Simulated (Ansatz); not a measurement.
Frontier orbitals of C₃H₉NO₃W (`C[O][W](=[O])(=[O])[N](C)C`).

The species carries charge 0 and has multiplicity 1. Correlated methods include outer-core shells of W, which these sets cover unevenly. W takes the def2 core potential. Geometry: relaxed with PBE0-D4/def2-TZVP. It is one conformer, not always the lowest. Basis def2-TZVPP, the Gaussian-basis code of Ansatz.

| functional | HOMO (eV) | LUMO (eV) | gap (eV) |
| --- | --- | --- | --- |
| PBE | -6.01 | -1.74 | 4.27 |
| revPBE | -5.95 | -1.65 | 4.30 |
| B97M-V | -6.39 | -1.61 | 4.78 |
| PBE0 | -7.33 | -0.95 | 6.38 |
| r2SCANh | -6.77 | -1.33 | 5.44 |
| ωB97X-V | -9.66 | 1.16 | 10.82 |
| ωB97M-V | -9.58 | 1.08 | 10.66 |
| HF | -10.58 | 2.58 | 13.16 |

A quarter of exact exchange (PBE0) shifts PBE's HOMO by −1.32 eV and its LUMO by +0.79 eV; full exchange at long range (ωB97M-V) shifts them by −3.57 and +2.82 eV. The gap opens from 4.27 to 10.66 eV, since occupied levels lose self-interaction and empty ones feel all the electrons. A positive LUMO is unbound and depends on the basis.
